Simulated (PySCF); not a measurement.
**Computed spin Hamiltonian**

Compound: C8H6N (doublet state).
Structure used (GFN2-xTB), in Å, numbered top down from 1:
```xyz
15
C8H6N angstrom
N     -3.1726   -1.0076   -0.7386
C     -2.1546   -1.3116   -0.3174
C     -0.8604   -1.6650    0.2158
C      0.1090   -0.5530   -0.0298
C      1.2651   -0.5431   -0.6982
C      1.7227    0.8616   -0.5638
C      0.5655    1.8115   -0.5023
C      1.2771    1.4651    0.7343
C     -0.0852    0.8475    0.4735
H     -0.5151   -2.5856   -0.2613
H     -0.9712   -1.8420    1.2920
H      1.7803   -1.3240   -1.2183
H      0.2670    2.7126   -0.9919
H      1.7250    2.0081    1.5381
H     -0.9570    1.1336    1.0459
```

The hyperfine couplings belong to this conformer and change with its torsions.

As a line formula: `N#CCC1=C[C]2[C@@H]3[C@H]2[C@H]13` [radical].

Method: UKS B3LYP, pcH-1 on C H N, non-relativistic, mean-field spin-orbit, GIAO in PySCF 2.14.0. Isolated species at its GFN2-xTB geometry (one conformer only). A GFN2-xTB geometry isn't a minimum of the functional, and hyperfine couplings can be far from their values at a DFT geometry. Stability of the SCF solution: not tested.

- g1, g2, g3: 2.00215, 2.00226, 2.00263
- g_iso: 2.00235
- Form of g: rhombic: the two nearest values differ by 23 % of g3 − g1
- ⟨S²⟩: 0.7530 (exact 0.7500)
- HOMO–LUMO gap, α and β orbitals: 6.13, 3.86 eV
- Total energy: -363.00660 Eh
- Basis functions: 285

Hyperfine couplings atom by atom, in mT; T1 to T3 are the principal values of the dipolar part (MHz turned into mT with g_iso):

```
atom  isotope  a_iso     T1     T2    T3  Mulliken spin population
  N1      14N   0.00  -0.01   0.00  0.01                      0.00
  C2      13C   0.02  -0.01  -0.01  0.02                      0.00
  C3      13C   0.24  -0.05  -0.04  0.09                      0.01
  C4      13C   1.64  -0.10  -0.06  0.16                      0.02
  C5      13C   1.50  -0.29  -0.20  0.49                     -0.01
  C6      13C  15.48  -2.66  -2.43  5.09                      0.95
  C7      13C  -0.03  -0.23  -0.06  0.29                     -0.03
  C8      13C  -0.03  -0.23  -0.06  0.29                     -0.03
  C9      13C   2.83  -0.18  -0.16  0.34                      0.04
 H10       1H   0.01  -0.05  -0.03  0.08                      0.00
 H11       1H   0.03  -0.04  -0.03  0.07                      0.00
 H12       1H   0.17  -0.22  -0.18  0.40                      0.00
 H13       1H   0.31  -0.17  -0.14  0.31                      0.00
 H14       1H   0.30  -0.17  -0.14  0.31                      0.00
 H15       1H   1.98  -0.12  -0.07  0.19                      0.03
```

The largest Mulliken spin population is on C6 (+0.95). The angles at C6 add up to 281.7°, so it is pyramidal.

Under fast tumbling the dipolar parts average out, and these isotropic splittings remain: 1 × 1H (H15, I = 1/2, 2 lines) with 1.98 mT, 2 × 1H (H13/H14, I = 1/2, 3 lines) with 0.30 mT and 1 × 1H (H12, I = 1/2, 2 lines) with 0.17 mT.

Means are taken over nuclei equivalent by connectivity, which assumes that they swap fast.

The 13C coupling of C6 (433.8 MHz) shows only in satellite lines or after enrichment, since that isotope makes up about 1.07 % of natural carbon.

The run took 83 s of wall time (with the writing of density and orbital grids) on one thread, Arm Neoverse V1 (aarch64), shared host with 32 logical CPUs at a one-minute load of 24, and the process peaked at 0.97 GiB of memory.
